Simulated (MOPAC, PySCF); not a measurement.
[Hf(NH2)4], neutral singlet in the gas phase. 

Cartesian coordinates (Å):
```xyz
13

Hf    -0.0493     0.1101     0.0029
N      1.6532    -0.1932     1.1199
H      1.9011    -1.1027     1.5291
H      2.4247     0.4548     1.3113
N      0.1378     1.8253    -1.1199
H      0.3006     1.9242    -2.1276
H     -0.0043     2.7668    -0.7331
N     -0.3083    -1.5174    -1.2308
H      0.4682    -1.9829    -1.7169
H     -1.1608    -2.0555    -1.4189
N     -1.6815     0.3254     1.2390
H     -1.7686     0.1161     2.2391
H     -2.5616     0.7591     0.9335
```
Charge 0, multiplicity 1.

All levels are single points at this geometry (PBE-D3(BJ)/def2-SVP); Pople sets use spherical d functions. Orbital energies aren't observables, and empty levels follow the basis.

PM6 in MOPAC gives dipole (D) = 0.01.

**Question.** Estimate the dipole (D) from each of these levels: B3LYP-D3(BJ)/def2-TZVP in PySCF; PBE-D3(BJ)/def2-TZVP in PySCF; TPSSh-D3(BJ)/def2-TZVP in PySCF; B3LYP/6-311+G** (LANL2DZ on Hf) in PySCF; B3LYP/6-31G* (LANL2DZ on Hf) in PySCF; B3LYP/LANL2DZ in PySCF; BP86/6-31G* (LANL2DZ on Hf) in PySCF; M06-2X/6-31G* (LANL2DZ on Hf) in PySCF; PBE/6-31G* (LANL2DZ on Hf) in PySCF; SVWN5/6-31G* (LANL2DZ on Hf) in PySCF; HF/6-31G* (LANL2DZ on Hf) in PySCF; PM7 in MOPAC.

**Answer.** 
| level | dipole (D) |
|---|---|
| B3LYP-D3(BJ)/def2-TZVP in PySCF | 0.00 |
| PBE-D3(BJ)/def2-TZVP in PySCF | 0.00 |
| TPSSh-D3(BJ)/def2-TZVP in PySCF | 0.00 |
| B3LYP/6-311+G** (LANL2DZ on Hf) in PySCF | 0.00 |
| B3LYP/6-31G* (LANL2DZ on Hf) in PySCF | 0.00 |
| B3LYP/LANL2DZ in PySCF | 0.00 |
| BP86/6-31G* (LANL2DZ on Hf) in PySCF | 0.00 |
| M06-2X/6-31G* (LANL2DZ on Hf) in PySCF | 0.00 |
| PBE/6-31G* (LANL2DZ on Hf) in PySCF | 0.00 |
| SVWN5/6-31G* (LANL2DZ on Hf) in PySCF | 0.00 |
| HF/6-31G* (LANL2DZ on Hf) in PySCF | 0.01 |
| PM7 in MOPAC | 0.01 |
